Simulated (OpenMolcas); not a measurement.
A calculation on Nd IV.

```yaml
Program: OpenMolcas
Method: "SS-CASPT2, IPEA 0.25 Eh, imaginary shift 0.1 Eh (closed shells correlated: 5s 5p)"
Basis: ANO-RCC-VTZP [8s7p5d3f2g1h]
Scalar_Hamiltonian: DKH2, point nucleus
Active_space: 3 electrons in 7 orbitals (4f)
State_averaging: 2S+1 = 4 odd, 35 roots; 2S+1 = 2 odd, 112 roots (105 in the spin-orbit step)
Spin-orbit_coupling: state interaction with AMFI integrals over the reference wave functions, term energies averaged over their components
```

(1) Which level of the active space comes out lowest?

(2) How high does 4f3 4I* 13/2 lie?

(3) How high does 4f3 4F* 9/2 lie?

(4) How high does 4f3 4I* 11/2 lie?

(5) The level at 13150 cm-1 has J = 9/2. What is it made of, and what is its g factor?

Measured values: the list in Arab et al., J. Quant. Spectrosc. Radiat. Transfer 229, 145 (2019) and Gaigalas et al. (2019), from Wyart et al. (2007).

## Answers

(1) 4f3 4I* 9/2, with 97 % of that term; it is also the measured ground level.

(2) 4200 cm-1 above the lowest level; measured 3907 cm-1 above the ground level, so the calculation is off by +8 %.

(3) 16400 cm-1 above the lowest level; measured 14995 cm-1 above the ground level, so the calculation is off by +9 %.

(4) 2030 cm-1 above the lowest level; measured 1897 cm-1 above the ground level, so the calculation is off by +7 %.

(5) 75 % 4f3 2H* 9/2(1), 16 % 4f3 2G*(1), 5 % 4f3 4F*; g = 0.961, against 0.909 from Landé's formula for the pure leading term.

CASPT2 does not keep the components of a term degenerate, so their means are used; among the terms shown or strongly mixed into the levels shown the widest spread is 380 cm-1 (4f3 4I*). High states are left out of the spin-orbit mixing, which shifts the levels that they would mix with. Some levels mix across a computed gap that differs much from the measured one, so their mixing is not that of the real levels. Computed and measured levels are paired by configuration, term and J; levels that our copy of the source lacks, or whose pairing is in doubt (as where it misses far off the trend of its configuration), stay unpaired and out of the deviations. Levels of configurations outside the active space are missing.

A number in round brackets counts repeated terms of one configuration in the order of the reference energies. * marks odd parity.
